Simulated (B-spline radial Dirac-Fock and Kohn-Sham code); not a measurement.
# X-ray emission lines of Dy

System: neutral dysprosium, configuration [Xe] 4f10 6s2.

Method: ΔSCF Dirac-Fock with Breit, self-energy and vacuum polarisation, finite nucleus, configuration average. Computed with a B-spline atomic structure program. A line energy is the difference of two single-hole energies; the list is a selection of electric-dipole transitions between resolved j subshells. Correlation energy is missing from these numbers.

```
        line  energy (keV)  wavelength (Å)  tabulated (keV)  difference (eV)
        K-O3        53.760         0.23063                –                –
        K-O2        53.755         0.23065                –                –
 Kβ2' (K-N3)        53.483         0.23182           53.496            -12.9
Kβ2'' (K-N2)        53.446         0.23198           53.457            -11.0
  Kβ1 (K-M3)        52.107         0.23794           52.113             -5.6
  Kβ3 (K-M2)        51.940         0.23870           51.947             -6.2
  Kα1 (K-L3)        45.996         0.26956           45.998             -2.6
  Kα2 (K-L2)        45.205         0.27427           45.208             -3.2
 Lγ4 (L1-O3)        9.0268          1.3735           9.0195             +7.3
       L1-O2        9.0222          1.3742           9.0195             +2.7
 Lγ3 (L1-N3)        8.7498          1.4170           8.7529             -3.1
 Lγ2 (L1-N2)        8.7128          1.4230           8.7140             -1.2
       L2-P1        8.5782          1.4453                –                –
       L2-O1        8.5260          1.4542                –                –
 Lγ1 (L2-N4)        8.4131          1.4737           8.4264            -13.3
 Lγ5 (L2-N1)        8.1593          1.5195           8.1643             -5.0
       L3-P1        7.7871          1.5922                –                –
 Lβ7 (L3-O1)        7.7350          1.6029                –                –
 Lβ2 (L3-N5)        7.6287          1.6252           7.6359             -7.2
Lβ15 (L3-N4)        7.6221          1.6266           7.6359            -13.8
 Lβ3 (L1-M3)        7.3744          1.6813           7.3702             +4.2
 Lβ6 (L3-N1)        7.3683          1.6827           7.3738             -5.5
 Lβ1 (L2-M4)        7.2495          1.7102           7.2481             +1.4
 Lβ4 (L1-M2)        7.2075          1.7202           7.2040             +3.5
  Lη (L2-M1)        6.5313          1.8983           6.5338             -2.5
 Lα1 (L3-M5)        6.4941          1.9092           6.4952             -1.1
 Lα2 (L3-M4)        6.4585          1.9197           6.4576             +0.9
  Lℓ (L3-M1)        5.7402          2.1599           5.7433             -3.1
       M1-O3        2.0238          6.1264           2.0205             +3.3
       M1-O2        2.0191          6.1405           2.0205             -1.4
```

The tabulated energies are for the element in its standard state (xraylib 4.2 line table). The largest relative deviation is 0.18 %.
